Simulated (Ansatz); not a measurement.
Z-matrix (Å, degrees):
```
Si
B 1 2.008
O 1 1.808 2 77.3
C 1 2.262 2 43.1 3 -8.0
H 1 1.488 2 124.4 3 -97.2
H 1 1.489 2 126.5 3 101.3
H 2 1.199 1 129.6 3 125.3
H 2 1.216 1 104.6 3 -94.1
S 4 1.718 1 164.0 2 -143.9
H 9 1.343 4 94.0 1 138.7
```

Charge 0, multiplicity 1. The bonds changed during the relaxation, so this is another structure than the one it started from.

Problem. List the PBE/def2-TZVPP orbital energies in eV (the Gaussian-basis code of Ansatz). (Estimate.)

Solution. Ansatz gave: Occupied: -2397.18, -1780.16, -511.96, -272.43, -210.14, -175.51, -156.28, -156.18, -156.07, -137.84, -94.69, -94.53, -94.48, -27.74, -20.35, -15.45, -14.91, -12.22, -11.65, -11.27, -10.20, -10.07, -8.45, -7.83, -7.46, -7.23, -6.31. Lowest empty: -2.86, -1.57, -1.01, 0.15, 0.67, 0.91, 1.11, 2.02.
